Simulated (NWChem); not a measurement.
Species: BaBrF; SMILES [F][Ba][Br]

```xyz
3

Ba    -0.1210    -0.7703     0.0000
F      1.7729    -1.9365     0.0000
Br    -0.2422     2.1849     0.0000
```
Atoms are numbered in this order, from 1.

Level: PBE0/def2-SVP with def2 effective core potentials on Ba (NWChem), optimised geometry, unscaled harmonic frequencies. This build's default masses of Se (78.918 u) and Br (79.917 u) are each other's, which moves their modes by up to 0.6 %. def2 effective core potentials on Ba; no spin-orbit coupling.

Problem. List the harmonic frequencies with IR intensities, and the thermochemistry.

Solution. 
```csv
frequency (cm⁻¹),IR intensity (km/mol)
57,16.6
187,34.5
494,120.0
```

The zero-point energy is 1.1 kcal/mol and the thermal correction to the enthalpy at 298.15 K (with zero-point energy) comes out as 4.4 kcal/mol. The heat capacity Cv is 11.1 cal/(mol K). The entropy at 298.15 K and 1 atm (symmetry number 1) is 77.8 cal/(mol K).

Rigid rotor and harmonic oscillator; modes under 100 cm⁻¹ make the entropy uncertain.
